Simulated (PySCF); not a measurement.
Gas-phase reaction: 2 GaH + HCl → GaH3 + GaCl

Computed with PySCF (xtb for GFN2) and rigid-rotor harmonic-oscillator thermochemistry at 1 bar. † marks an energy on the PBE0/def2-TZVP geometry and frequencies; other levels use their own. MP2 freezes the core. 6-31G* has spherical d functions here. All species are closed-shell singlets. Ga: all electrons, no relativistic terms. GaH, GaH3: computed as isolated molecules; such fragments, hydroxides, amides, oligomers or adducts are transient or little studied in the gas. MP2 isn't extrapolated to the basis-set limit; its ΔH°(298 K) is -285.6 kJ in def2-SVP and -290.3 kJ in def2-TZVPP. The harmonic model lacks anharmonicity and excited electronic states, which grow with temperature; levels with a mode under 35 cm⁻¹ are left out.

```
level               ΔE electronic, kJ  ΔH°(298 K), kJ  ΔS°(298 K), J/K  ΔG°(1800 K), kJ
------------------  -----------------  --------------  ---------------  ---------------
GFN2-xTB                         -253            -242             -130               -6
HF/6-31G*                        -275            -267             -127              -37
MP2/def2-SVP†                    -294            -286             -128              -56
MP2/def2-TZVPP†                  -299            -290             -128              -60
ωB97M-V/def2-TZVP†               -275            -267             -128              -37
```
ΔH° is lowest at MP2/def2-TZVPP† and highest at GFN2-xTB. No reference value is set beside these.
